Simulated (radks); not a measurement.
Values are calculated unless marked as measured or tabulated.
La IV, configuration [Xe]. Code: a radial shooting solver on a logarithmic mesh with Libxc functionals. Model: non-relativistic Kohn-Sham, LDA (Slater exchange, Perdew-Wang correlation), spin-polarised, spherical densities, point nucleus; relativity is left out, which matters for an element this heavy.

Unscreened Slater integrals over Kohn-Sham orbitals (hartree). They are taken over the spin-up orbitals.

integral      value
F0(5p,5p)   0.50705
F2(5p,5p)   0.27492
F0(5p,5s)   0.53162
G1(5p,5s)   0.36482
F0(5p,4d)   0.63156
F2(5p,4d)   0.18209
G1(5p,4d)  0.051312
G3(5p,4d)  0.050378
F0(5p,4p)   0.63761
F2(5p,4p)   0.16914
G0(5p,4p)  0.033519
G2(5p,4p)  0.043513
F0(5s,5s)   0.56125
F0(5s,4d)   0.68817
G2(5s,4d)  0.069133
F0(5s,4p)   0.69570
G1(5s,4p)  0.051938
F0(4d,4d)    1.1794
F2(4d,4d)   0.60089
F4(4d,4d)   0.40187
F0(4d,4p)    1.2225
F2(4d,4p)   0.62887
G1(4d,4p)   0.79891
G3(4d,4p)   0.50023
F0(4p,4p)    1.2717
F2(4p,4p)   0.66838
